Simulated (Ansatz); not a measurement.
SbMe2(OEt) (C₄H₁₁OSb). Charge 0, multiplicity 1. Geometry PBE-D4/def2-SVP, basis def2-TZVP, Ansatz.

| run | HOMO (eV) | LUMO (eV) |
| --- | --- | --- |
| A | -6.79 | -0.73 |
| B | -8.05 | 0.20 |
| C | -5.64 | -1.52 |
| D | -5.76 | -1.75 |

In the def2 sets Sb takes a core potential; there is no spin–orbit coupling.

Problem. The runs used CAM-B3LYP, LDA (SPW92), PBE, PBE0. Estimate which is which.

Solution. A PBE0 (25 % exact exchange); B CAM-B3LYP (range-separated); C PBE (0 % exact exchange); D LDA (SPW92) (0 % exact exchange). Exact exchange lowers occupied and raises empty levels; among semilocal functionals meta-GGAs tend to open the gap a little, and such runs are hard to tell apart. The gap grows from 4.01 eV (LDA (SPW92)) to 8.26 eV (CAM-B3LYP).
